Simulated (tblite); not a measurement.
A geometry optimisation, step by step.

Species: C2H9FGe2O.
Numbering: `[CH3:1][O:2][Ge@@:3]([CH3:4])([F:5])[GeH3:6]` (hydrogens: H7, H8, H9 on C1; H10, H11, H12 on C4; H13, H14, H15 on Ge6)

Computed with GFN2-xTB (tblite), gas phase: L-BFGS steps from a force-field or distance-geometry start until the largest atomic force falls under 0.01 eV/Å. 9 of its 141 geometries are shown.

Step 0: E = -587.0525 eV, largest atomic force 1.393 eV/Å
```
atom  x, y, z in Å  |  force x, y, z in eV/Å
C1      2.293    0.300    0.446    0.769   0.459   0.135
O2      1.487   -0.497   -0.397   -0.110  -0.009   0.793
Ge3    -0.185   -0.475    0.251   -0.664   0.453  -1.092
C4     -1.238   -1.829   -0.671   -0.341  -1.344   0.131
F5     -0.205   -0.801    1.981    0.257  -0.200   0.360
Ge6    -1.196    1.664   -0.173    0.041   0.417   0.269
H7      1.930    1.360    0.444    0.260  -0.623   0.217
H8      3.328    0.308    0.059   -0.403  -0.098   0.014
H9      2.324   -0.106    1.483   -0.059   0.390  -0.542
H10    -2.283   -1.822   -0.274    0.805  -0.050  -0.398
H11    -1.245   -1.633   -1.754   -0.022  -0.149   0.526
H12    -0.791   -2.836   -0.472   -0.538   0.699  -0.352
H13    -2.664    1.652    0.337    0.633   0.204  -0.293
H14    -0.394    2.761    0.581   -0.539  -0.155  -0.393
H15    -1.165    1.963   -1.691   -0.090   0.007   0.623
```

Step 18: E = -587.4566 eV, largest atomic force 0.178 eV/Å
```
atom  x, y, z in Å  |  force x, y, z in eV/Å
C1      2.371    0.311    0.473   -0.064  -0.022   0.012
O2      1.456   -0.521   -0.216   -0.076  -0.017  -0.007
Ge3    -0.282   -0.469    0.188    0.041  -0.022  -0.172
C4     -1.255   -1.964   -0.712    0.042   0.043   0.033
F5     -0.227   -0.848    1.949   -0.093  -0.011   0.014
Ge6    -1.204    1.766   -0.120   -0.015  -0.004  -0.002
H7      2.042    1.355    0.464    0.027   0.065  -0.026
H8      3.341    0.239   -0.021   -0.065  -0.056  -0.072
H9      2.473   -0.008    1.510    0.028  -0.023   0.062
H10    -2.276   -1.971   -0.339   -0.001  -0.005   0.040
H11    -1.285   -1.803   -1.785    0.074   0.042   0.019
H12    -0.800   -2.926   -0.509    0.081   0.004   0.046
H13    -2.638    1.833    0.316    0.019   0.020  -0.017
H14    -0.522    2.929    0.544    0.020  -0.018   0.027
H15    -1.197    2.084   -1.591   -0.018   0.005   0.044
```

Step 35: E = -587.5019 eV, largest atomic force 0.089 eV/Å
```
atom  x, y, z in Å  |  force x, y, z in eV/Å
C1      2.365    0.271    0.435    0.017  -0.003  -0.034
O2      1.352   -0.542   -0.115   -0.013  -0.009   0.005
Ge3    -0.388   -0.409    0.176    0.052  -0.062  -0.036
C4     -1.163   -2.003   -0.715   -0.007   0.010   0.017
F5     -0.560   -0.817    1.928   -0.006   0.048   0.018
Ge6    -1.240    1.854   -0.097   -0.013  -0.029  -0.014
H7      2.118    1.336    0.381   -0.069   0.016   0.029
H8      3.268    0.099   -0.150    0.059  -0.040  -0.037
H9      2.558    0.000    1.475   -0.032   0.023   0.016
H10    -2.184   -2.117   -0.361   -0.002  -0.073  -0.031
H11    -1.168   -1.908   -1.796    0.023   0.043   0.030
H12    -0.583   -2.877   -0.434   -0.024   0.027   0.002
H13    -2.667    1.962    0.344    0.003   0.026   0.019
H14    -0.483    2.928    0.631   -0.008  -0.001  -0.008
H15    -1.228    2.228   -1.553    0.021   0.024   0.023
```

Step 52: E = -587.5098 eV, largest atomic force 0.028 eV/Å
```
atom  x, y, z in Å  |  force x, y, z in eV/Å
C1      2.347    0.259    0.418   -0.013  -0.007  -0.006
O2      1.330   -0.576   -0.091   -0.015  -0.002  -0.009
Ge3    -0.408   -0.411    0.183    0.007  -0.021   0.002
C4     -1.145   -2.021   -0.711   -0.007  -0.013  -0.001
F5     -0.600   -0.739    1.950   -0.005  -0.008   0.002
Ge6    -1.238    1.863   -0.092    0.001   0.003  -0.015
H7      2.082    1.318    0.343   -0.004   0.009  -0.004
H8      3.244    0.073   -0.175    0.008   0.006  -0.004
H9      2.550    0.019    1.464    0.002   0.017   0.014
H10    -2.170   -2.189   -0.393    0.013   0.002  -0.008
H11    -1.119   -1.896   -1.789   -0.008  -0.007   0.005
H12    -0.539   -2.880   -0.437   -0.005   0.027   0.003
H13    -2.659    1.999    0.361    0.007   0.000   0.002
H14    -0.464    2.911    0.656    0.006  -0.003   0.000
H15    -1.217    2.279   -1.537    0.013  -0.003   0.018
```

Step 70: E = -587.5142 eV, largest atomic force 0.040 eV/Å
```
atom  x, y, z in Å  |  force x, y, z in eV/Å
C1      2.285    0.302    0.391   -0.007   0.019  -0.005
O2      1.310   -0.612   -0.055    0.022   0.004   0.002
Ge3    -0.434   -0.446    0.190   -0.017  -0.007  -0.007
C4     -1.149   -2.059   -0.718    0.011   0.006   0.015
F5     -0.660   -0.806    1.948   -0.007   0.010   0.001
Ge6    -1.166    1.867   -0.062    0.002  -0.013   0.025
H7      1.978    1.340    0.216   -0.017   0.020   0.000
H8      3.199    0.111   -0.176    0.005  -0.032   0.024
H9      2.479    0.170    1.458    0.025   0.000  -0.023
H10    -2.169   -2.255   -0.403   -0.002   0.027  -0.017
H11    -1.117   -1.934   -1.796   -0.020  -0.009   0.018
H12    -0.522   -2.897   -0.434    0.013  -0.014  -0.015
H13    -2.588    2.055    0.366   -0.001   0.006  -0.011
H14    -0.364    2.869    0.722   -0.009  -0.020  -0.002
H15    -1.088    2.303   -1.498    0.001   0.004  -0.005
```

Step 88: E = -587.5160 eV, largest atomic force 0.021 eV/Å
```
atom  x, y, z in Å  |  force x, y, z in eV/Å
C1      2.279    0.325    0.380   -0.006  -0.003  -0.001
O2      1.315   -0.622   -0.024    0.012   0.017   0.004
Ge3    -0.434   -0.462    0.193   -0.010   0.003   0.001
C4     -1.153   -2.069   -0.720   -0.002   0.004   0.005
F5     -0.690   -0.814    1.948   -0.002  -0.003   0.002
Ge6    -1.153    1.853   -0.053    0.015  -0.001   0.009
H7      1.961    1.351    0.158   -0.005  -0.013  -0.008
H8      3.196    0.113   -0.172    0.001  -0.007   0.007
H9      2.475    0.245    1.452    0.000  -0.003  -0.014
H10    -2.174   -2.255   -0.399    0.008  -0.002   0.004
H11    -1.134   -1.939   -1.797    0.007  -0.001   0.007
H12    -0.530   -2.916   -0.449   -0.005   0.006  -0.008
H13    -2.579    2.067    0.347   -0.005  -0.011  -0.008
H14    -0.346    2.820    0.768   -0.012   0.006  -0.008
H15    -1.036    2.310   -1.481    0.005   0.008   0.008
```

Step 105: E = -587.5182 eV, largest atomic force 0.033 eV/Å
```
atom  x, y, z in Å  |  force x, y, z in eV/Å
C1      2.269    0.339    0.351   -0.004   0.002   0.003
O2      1.319   -0.652    0.032    0.017   0.019   0.001
Ge3    -0.433   -0.476    0.213   -0.015   0.004  -0.004
C4     -1.158   -2.071   -0.716    0.005   0.009   0.005
F5     -0.738   -0.834    1.958    0.008  -0.001  -0.001
Ge6    -1.123    1.847   -0.032   -0.024  -0.011   0.019
H7      1.942    1.334    0.023    0.001  -0.010   0.000
H8      3.195    0.084   -0.169   -0.004  -0.005   0.005
H9      2.457    0.369    1.427   -0.006  -0.010  -0.016
H10    -2.172   -2.265   -0.382    0.010  -0.007  -0.006
H11    -1.155   -1.922   -1.791   -0.005  -0.005   0.007
H12    -0.528   -2.920   -0.470   -0.005   0.005   0.000
H13    -2.578    2.027    0.275    0.025   0.010  -0.014
H14    -0.384    2.798    0.866   -0.007   0.003   0.011
H15    -0.918    2.351   -1.433    0.003  -0.002  -0.010
```

Step 122: E = -587.5201 eV, largest atomic force 0.013 eV/Å
```
atom  x, y, z in Å  |  force x, y, z in eV/Å
C1      2.264    0.343    0.323   -0.001  -0.005  -0.003
O2      1.310   -0.647    0.013    0.002   0.001   0.002
Ge3    -0.439   -0.479    0.235    0.003   0.002  -0.003
C4     -1.165   -2.068   -0.703    0.004  -0.006   0.000
F5     -0.699   -0.853    1.984    0.001   0.004  -0.007
Ge6    -1.125    1.843   -0.011   -0.003   0.001   0.001
H7      1.963    1.327   -0.060   -0.001   0.000   0.008
H8      3.200    0.050   -0.154    0.000   0.005   0.000
H9      2.419    0.418    1.402   -0.007  -0.003  -0.005
H10    -2.171   -2.284   -0.357    0.004   0.002  -0.001
H11    -1.180   -1.900   -1.775   -0.013   0.000   0.000
H12    -0.519   -2.912   -0.484    0.003  -0.004   0.009
H13    -2.600    2.032    0.163    0.006  -0.003  -0.002
H14    -0.463    2.779    0.961    0.000  -0.001   0.003
H15    -0.798    2.359   -1.385    0.003   0.009   0.000
```

Step 140: E = -587.5216 eV, largest atomic force 0.009 eV/Å
```
atom  x, y, z in Å  |  force x, y, z in eV/Å
C1      2.262    0.342    0.311   -0.003  -0.001   0.000
O2      1.312   -0.638   -0.043    0.005  -0.001   0.003
Ge3    -0.434   -0.473    0.202    0.001   0.001  -0.006
C4     -1.175   -2.083   -0.688   -0.002  -0.005   0.000
F5     -0.657   -0.822    1.961   -0.002  -0.001   0.005
Ge6    -1.121    1.853   -0.017   -0.005   0.001   0.000
H7      1.974    1.335   -0.056    0.000   0.003   0.001
H8      3.211    0.057   -0.148   -0.007   0.001  -0.005
H9      2.389    0.393    1.395    0.002  -0.003   0.001
H10    -2.163   -2.304   -0.295    0.000   0.002   0.001
H11    -1.239   -1.937   -1.761    0.000   0.004   0.003
H12    -0.510   -2.916   -0.478    0.003   0.003  -0.001
H13    -2.607    2.020    0.063    0.007  -0.001  -0.005
H14    -0.540    2.744    1.043    0.001   0.000  -0.001
H15    -0.706    2.438   -1.340    0.000  -0.004   0.005
```

Question: Summarise the path.

Answer: The energy falls by 0.4691 eV from step 0 to step 140; nine tenths of that is first reached at step 23. It falls at every step. The largest force goes from 1.393 to 0.009 eV/Å. Among the bonds Ge6–H13 changes most, from 1.554 to 1.498 Å; the atoms move by 0.422 Å rms after alignment.

Question: Follow the three bonds and two angles with the largest change from start to end.

Answer: 
```
step  E above end (eV)  largest force (eV/Å)  Ge6–H13 (Å)  Ge6–H14 (Å)  Ge3–F5 (Å)  C4–Ge3–Ge6 (°)  C1–O2–Ge3 (°)
   0            0.4691                 1.393        1.554        1.555       1.761           107.9          108.0
   6            0.1528                 0.328        1.476        1.480       1.806           114.1          115.5
  12            0.0840                 0.254        1.497        1.503       1.810           115.8          119.0
  18            0.0650                 0.178        1.500        1.502       1.802           116.4          120.2
  24            0.0400                 0.143        1.498        1.501       1.809           119.6          123.0
  30            0.0263                 0.094        1.499        1.505       1.808           122.5          126.0
  37            0.0172                 0.122        1.495        1.501       1.805           124.8          127.6
  43            0.0129                 0.044        1.497        1.502       1.809           125.0          127.0
  49            0.0120                 0.022        1.498        1.503       1.808           125.5          127.0
  55            0.0114                 0.023        1.497        1.502       1.809           125.6          126.5
  61            0.0104                 0.054        1.497        1.502       1.808           126.1          126.1
  67            0.0085                 0.051        1.498        1.504       1.806           127.3          125.7
  73            0.0068                 0.035        1.496        1.503       1.809           128.3          125.2
  79            0.0062                 0.042        1.496        1.504       1.808           128.4          125.4
  85            0.0058                 0.024        1.498        1.502       1.808           128.4          125.5
  91            0.0052                 0.032        1.495        1.503       1.807           128.3          125.4
  97            0.0043                 0.030        1.497        1.502       1.807           128.1          125.6
 103            0.0036                 0.022        1.498        1.502       1.807           127.9          125.1
 110            0.0029                 0.020        1.496        1.503       1.806           128.2          124.9
 116            0.0022                 0.046        1.498        1.502       1.807           128.1          125.1
 122            0.0015                 0.013        1.498        1.502       1.807           127.9          125.1
 128            0.0013                 0.018        1.497        1.502       1.806           128.3          124.9
 134            0.0004                 0.033        1.498        1.503       1.811           129.0          124.3
 140            0.0000                 0.009        1.498        1.502       1.807           129.0          124.4
```

The cost below is that of the whole relaxation. The run took 1.6 s wall on Arm Neoverse N1, one thread, on a shared host.
